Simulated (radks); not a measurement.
All-electron atom: Er VII in [Kr] 4d10 4f8 5s2 5p5 6p1 (not the ground configuration).

Calculated with a radial shooting solver on a logarithmic mesh with Libxc functionals: non-relativistic Kohn-Sham, PBE, spin-polarised, spherical densities, point nucleus; open shells are filled with parallel spins first (spin-orbit coupling, left out, can overturn this in heavy ions); relativity is left out, which matters for an element this heavy.

Energy parts (eV):
| part | energy |
|---|---|
| total | -339869.58 |
| kinetic | 339779.80 |
| electron-nucleus | -801404.53 |
| Hartree | 128870.28 |
| exchange-correlation | -7115.13 |

Orbitals (lengths in bohr, moments of r in powers of bohr):
orbital,occ.,eigenvalue (eV),<r^4>
1s up,1,-53543.20,1.113e-06
1s down,1,-53543.08,1.113e-06
2s up,1,-8732.005,0.0001853
2s down,1,-8731.805,0.0001853
2p up,3,-8339.246,0.0001175
2p down,3,-8339.060,0.0001175
3s up,1,-2039.186,0.006711
3s down,1,-2035.104,0.006683
3p up,3,-1861.333,0.006077
3p down,3,-1857.606,0.006049
3d up,5,-1529.701,0.004278
3d down,5,-1527.013,0.004250
4s up,1,-486.4828,0.1564
4s down,1,-479.9034,0.1570
4p up,3,-414.7413,0.1746
4p down,3,-408.1881,0.1757
4d up,5,-285.5323,0.2272
4d down,5,-279.0112,0.2301
5s up,1,-135.0838,3.736
5s down,1,-131.5442,3.878
4f up,7,-121.8697,0.5186
4f down,1,-115.4077,0.5580
5p up,3,-112.3625,5.089
5p down,2,-109.1636,5.307
6p up,1,-49.6805,82.70
6p down,0,-47.5411,81.63

The highest occupied level is 6p up at -49.680 eV. Virial ratio -V/T = 2.00026. Summed over all electrons, <r^2> = 32.23 bohr^2, which gives a Langevin (diamagnetic) susceptibility term of -25.5 x 10^-6 cm^3/mol. The spin density at the nucleus is -0.802 e/bohr^3 (1s -0.266, 2s -0.531, 3s -6.047, 4s 2.553, 5s 3.488).
